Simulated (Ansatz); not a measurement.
Consider the formal exchange of groups at a Ga–Br bond: `[GaH2][Br]` + `FCF` → `F[CH](F)[GaH2]` + HBr.

Isolated molecules relaxed with PBE0-D4/def2-TZVP in Ansatz; ΔE leaves out vibrations. CCSD(T)/CBS is the MP2 limit (def2-TZVPP, def2-QZVPP) plus CCSD(T) − MP2 in def2-TZVPP, frozen cores. This one scheme is used for every species. Functionals use def2-TZVPP. HSE06 is defined as in plane-wave codes. For Br, Ga outer-core shells are correlated without core-valence functions, which leaves a few kJ/mol of doubt a bond. Scalar relativity is left out up to krypton.

| level | ΔE (kJ/mol) | difference from CCSD(T)/CBS |
| --- | --- | --- |
| BLYP-D4 | 170.1 | -13.0 |
| B97M-V | 184.3 | 1.2 |
| HSE06-D4 | 185.2 | 2.1 |
| ωB97X-V | 181.2 | -1.9 |
| revPBE | 174.9 | -8.2 |
| BLYP | 173.2 | -9.9 |
| r2SCAN | 184.3 | 1.2 |
| SCS-MP2/def2-TZVPP | 189.2 | 6.1 |
| CCSD(T)/def2-TZVPP | 184.0 | 0.9 |
| CCSD/CBS(def2) | 185.7 | 2.6 |
| CCSD(T)/CBS | 183.1 | 0 |

Largest T1 diagnostic among the species: 0.013.

From BLYP to BHLYP (50 % exact exchange), in def2-TZVPP and without D4, ΔE moves by +21.8 kJ/mol. In def2-TZVPP, CCSD(T) changes the Hartree–Fock value by −28.8 kJ/mol (the triples alone add −2.6 kJ/mol) and MP2 by −22.3 kJ/mol.
